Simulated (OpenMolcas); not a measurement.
# OpenMolcas run: C+

Input:

```
&GATEWAY
Coord
1

C 0.0 0.0 0.0
Basis=ANO-RCC-VDZP
Group=XYZ
NoMove
AngMom=0.0 0.0 0.0
AMFI
&SEWARD
* reference wave functions (RASSCF and RASSI steps not shown): 1 electron in 3 orbitals (2p)
>>> COPY JOB001 $Project.JobIph
&CASPT2
Multistate=3 1 2 3
Frozen=0 0
IPEA=0.25
Imaginary=0.1
MaxIter=60
WThr=0.0 0.3 0.05
PrWF=0.5
NoMix
```

Output, cut to the results:

```
--- CASPT2 ---
Orbital specifications:
      -----------------------

      Symmetry species                           1   2
                                                ag  au
      Frozen orbitals                            0   0
      Inactive orbitals                          2   0
      Active orbitals                            0   3
      Secondary orbitals                         6   3
      Deleted orbitals                           0   0
      Number of basis functions                  8   6
Type of calculation                        MS-CASPT2
      Fock operator                              state-specific
      IPEA shift                                 0.25
      Real shift                                 0.00
      Imaginary shift                            0.10
      The input orbitals will be transformed to quasi-canonical
Reference energy:         -37.3069450283
      E2 (Non-variational):      -0.0481788628
      Shift correction:          -0.0001135444
      E2 (Variational):          -0.0482924072
      Total energy:             -37.3552374355
      Residual norm:              0.0000001043
      Reference weight:           0.97817
      Contributions to the CASPT2 correlation energy
      Active & Virtual Only:         -0.0000000000
      One Inactive Excited:          -0.0214476567
      Two Inactive Excited:          -0.0267312061
Reference energy:         -37.3069450283
      E2 (Non-variational):      -0.0481788628
      Shift correction:          -0.0001135444
      E2 (Variational):          -0.0482924072
      Total energy:             -37.3552374355
      Residual norm:              0.0000001043
      Reference weight:           0.97817
      Contributions to the CASPT2 correlation energy
      Active & Virtual Only:         -0.0000000000
      One Inactive Excited:          -0.0214476567
      Two Inactive Excited:          -0.0267312061
::    CASPT2 Root  1     Total energy:    -37.35523744
::    CASPT2 Root  2     Total energy:    -37.35523744
::    CASPT2 Root  3     Total energy:    -37.35523744
::    MS-CASPT2 Root  1     Total energy:    -37.35523744
::    MS-CASPT2 Root  2     Total energy:    -37.35523744
::    MS-CASPT2 Root  3     Total energy:    -37.35523744
```

Levels above the lowest, from the spin-orbit matrix with the single-state CASPT2 energies, averaged by term, on its diagonal:

```tsv
Configuration	Term	J	E (cm⁻¹)	Measured (cm⁻¹)	Term weight %
2s² 2p	²P°	1/2	0.0	0.0	100
2s² 2p	²P°	3/2	63.3	63.4	100
```

Against the measured value (NIST Handbook of Basic Atomic Spectroscopic Data): 2s² 2p ²P°_3/2: computed 63.3, measured 63.4 cm⁻¹ (-0.2 %).

With one active electron, CASPT2 adds the correlation within the correlated inactive shells and between them and that electron, and leaves the splitting within a term as the reference gives it. Measured partners are found by configuration, term and J. A level has none where our copy of the source lacks it or the pairing is in doubt (some pairs that miss far off the trend of their configuration count as doubtful), and it then counts in no deviation. Levels of configurations outside the active space are missing.

The term weight is that of the spin-free term in the level, not the purity of its configuration. ° marks odd parity.
